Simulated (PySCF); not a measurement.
PySCF job for BeHCl, SMILES [BeH][Cl], PBE0-D3(BJ)/def2-TZVPD. Geometry optimised at PBE0-D3(BJ)/def2-TZVPD.

```python
import numpy as np
from pyscf import gto, scf, dft, df
from pyscf.hessian import thermo

mol = gto.M(
    atom='''
    Be    0.00000000    0.00000000   -1.33137542
    H     0.00000000    0.00000000   -2.65906975
    Cl    0.00000000    0.00000000    0.46968067
    ''',
    basis='def2-TZVPD',
    charge=0,
    spin=0,
    max_memory=1600,
    verbose=3,
)
mf = dft.RKS(mol, xc='pbe0').density_fit(auxbasis='def2-universal-jkfit')
mf.disp = 'd3bj'
mf.grids.level = 3
mf.conv_tol = 1e-11
mf.max_cycle = 100
mf.kernel()

# [left out here: the lines that compute and print the analytic Hessian (its translational invariance restored by hand, since the grid's response is missing), thermochemistry and intensities]
```

Output:

```
converged SCF energy = -475.43526228363

WARN: DFTD3 does not support analytical Hessian, using finite difference


WARN: Mole.unit (angstrom) is changed to Bohr

Mode                                 0                   1                   2
Irrep
Freq [cm^-1]                      516.9652            516.9652            816.1848
Reduced mass [au]                   1.3136              1.3136              5.3818
Force const [Dyne/A]                0.2068              0.2068              2.1123
Char temp [K]                     743.7978            743.7978           1174.3082
Normal mode                   x     y     z       x     y     z       x     y     z
       0  Be                -0.01 -0.17 -0.00    0.17 -0.01  0.00   -0.00 -0.00  0.27
       1   H                 0.06  0.85 -0.00   -0.85  0.06  0.00    0.00  0.00  0.32
       2  Cl                 0.00  0.02  0.00   -0.02  0.00 -0.00    0.00  0.00 -0.08
Mode                                 3
Irrep
Freq [cm^-1]                     2181.0684
Reduced mass [au]                   1.1371
Force const [Dyne/A]                3.1870
Char temp [K]                    3138.0718
Normal mode                   x     y     z
       0  Be                 0.00  0.00  0.12
       1   H                -0.00 -0.00 -0.93
       2  Cl                -0.00 -0.00 -0.00
temperature 298.1500 [K]
pressure 101325.00 [Pa]
Rotational constants [GHz] inf 16.38890 16.38890
Symmetry number 1
Zero-point energy (ZPE) 0.00918 [Eh]   24111.833 [J/mol]
                           tot       elec      trans        rot        vib
Entropy [J/mol/K]       220.014      0.000    156.351     57.683      5.980
Cv [J/mol/K]             33.569      0.000     12.472      8.314     12.783
Cp [J/mol/K]             41.883      0.000     20.786      8.314     12.783
Internal energy [J/mol]                      3718.434   2478.956  25418.912
Internal energy [Eh]   -475.42322  -475.43526
Enthalpy [J/mol]                             6197.391   2478.956  25418.912
Enthalpy [Eh]          -475.42228
Gibbs free energy [J/mol]                  -40418.651 -14719.309  23636.014
Gibbs free energy [Eh] -475.44726
static polarisability / bohr^3: [[27.899  0.     0.   ]
 [-0.    27.899  0.   ]
 [-0.     0.    36.725]]
largest difference of analytic and finite-field dipole derivatives / e: 0.0002470396329636859
mode   freq/cm-1   IR/(km/mol)   Raman/(A^4/amu)   depolarisation
   1      516.97       165.060             0.000            0.750
   2      516.97       165.060             0.000            0.750
   3      816.18        85.761            19.547            0.052
   4     2181.07       151.775           137.280            0.062
max |gradient| / (hartree/bohr): 3.4489132987545605e-06
APT charges: [ 0.8208 -0.3224 -0.4984]
```

The calculation finished and met its thresholds.

Cost: about 40 core-seconds (a rough figure).
